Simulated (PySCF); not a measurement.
Structure with atom numbers: `[CH3:1][NH:2][c:3]1[cH:4][cH:5][n:6][cH:7][cH:8]1`. Each H is labelled by its parent atom.

PySCF 2.14.0 with density-fitted response routines calculation with PBE0-D3(BJ)/def2-SVP structure, σ from GIAO-B97-2/pcSseg-1 and couplings computed with B3LYP/pcJ-1 (spin–dipole term only in couplings to heteroatoms); a single conformation, rapidly exchanging positions averaged, isolated molecule, relativity neglected.

**Question.** List the cross peaks expected in HSQC, COSY and HMBC spectra.

**Answer.** 

HSQC (one-bond C–H):
```tsv
δH	δC	1J(C,H) (Hz)
8.27 (H(C5)/H(C7))	152.6 (C5/C7)	183
6.08 (H(C4)/H(C8))	106.7 (C4/C8)	166
2.78 (H(C1))	29.5 (C1)	141
```

COSY cross peaks (|J| ≥ 2 Hz):
```tsv
δH	δH	abs. J (Hz)	bonds
8.27 (H(C5)/H(C7))	6.08 (H(C4)/H(C8))	6.3	3
```

HMBC (two and three bonds, |J| ≥ 2.5 Hz):
```tsv
δH	δC [abs. J in Hz]
8.27 (H(C5)/H(C7))	152.6 (C3) [7.9], 152.6 (C5/C7) [13.3], 106.7 (C4/C8) [10.5]
6.08 (H(C4)/H(C8))	106.7 (C4/C8) [4.8]
2.78 (H(C1))	152.6 (C3) [3.6]
```

References, each an isolated molecule treated in the same way: TMS for 1H (σ = 31.38 ppm), 13C (σ = 183.69 ppm).

Short H···H contacts in this conformer between protons four or more bonds apart (candidates for NOE cross peaks, intensity ∝ r⁻⁶): H(C1)···H(C8) 2.33 Å.

OH/NH shifts are gas-phase values; hydrogen bonding in solution moves them, usually downfield. Unscaled 3J(H,H) at this level run about 10 % above measured values. Shifts are as computed. Against solution values, carbons near 30 ppm lie about +1 ppm off and those near 130 ppm about +2 ppm. Of 1211 compounds with measured shifts, 218 miss one by over three times the rms of a fit or turn the order of signals round; such compounds aren't used in these exercises.
